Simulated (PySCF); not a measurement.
Atom-mapped SMILES (the numbers label the heavy atoms): `[CH3:1][O:2][Si@@H:3]([NH2:4])[O:5][C@@H:6]([CH3:7])[CH:8]=[O:9]`. Each H is labelled by its parent atom.

PySCF 2.14.0 with density-fitted response routines calculation with shieldings: GIAO PBE0/pcSseg-1 and GFN2-xTB structure; no relativistic terms, no solvent, equivalent nuclei averaged, one computed conformer.

References, each an isolated molecule treated in the same way: ¹³C (σref 186.93), ¹H (σref 31.72), ²⁹Si (σref 349.16) vs TMS; H2O for ¹⁷O (σref 336.08); ¹⁵N (σref 267.73) against NH3.

```tsv
atoms	nucleus	count	Hirshfeld charge	δ (ppm)
H(Si3)	¹H	1	-0.10	5.13
C1	¹³C	1	-0.03	50.4
C8	¹³C	1	0.14	?
O9	¹⁷O	1	-0.22	689.8
O2	¹⁷O	1	-0.23	?
Si3	²⁹Si	1	0.47	-46.9
H(C1)	¹H	3	0.05	3.86
H(C6)	¹H	1	0.05	4.35
C6	¹³C	1	0.05	75.5
H(C8)	¹H	1	0.04	?
N4	¹⁵N	1	-0.32	27.5
C7	¹³C	1	-0.12	20.1
H(C7)	¹H	3	0.04	1.32
O5	¹⁷O	1	-0.22	?
H(N4)	¹H	2	0.12	?
```

Complete the table.

Answers


- C8: 216.1 ppm, aldehyde carbonyl carbon; the double bond to the heteroatom, with no lone-pair donor beside it, deshields it most
- H(C8): 10.29 ppm, hydrogen on an aldehyde carbonyl carbon; the C=O anisotropy and electron withdrawal place aldehyde protons far downfield
- H(N4): 0.75 ppm, hydrogen on a nitrogen bonded to Si; labile proton, position sensitive to the medium
- O5: 62.7 ppm, oxygen bonded to C, Si
- O2: 33.8 ppm, oxygen bonded to C, Si

The OH or NH signal is concentration- and solvent-dependent in practice; the value given is the gas-phase one. Shifts are as computed. Against solution values, carbons near 30 ppm lie about +3 ppm off and those near 130 ppm about +5 ppm. Of 1309 compounds with measured shifts, 239 miss one by over three times the rms of a fit or turn the order of signals round; such compounds aren't used in these exercises. Unscaled 17O shifts of doubly bonded oxygen tend to come out too high, by tens of ppm or more. Experimental scales use liquid or dissolved standards, which lie at an offset from isolated NH3 (liquid NH3: subtract about 20 ppm) and H2O (liquid H2O: subtract about 36 ppm).
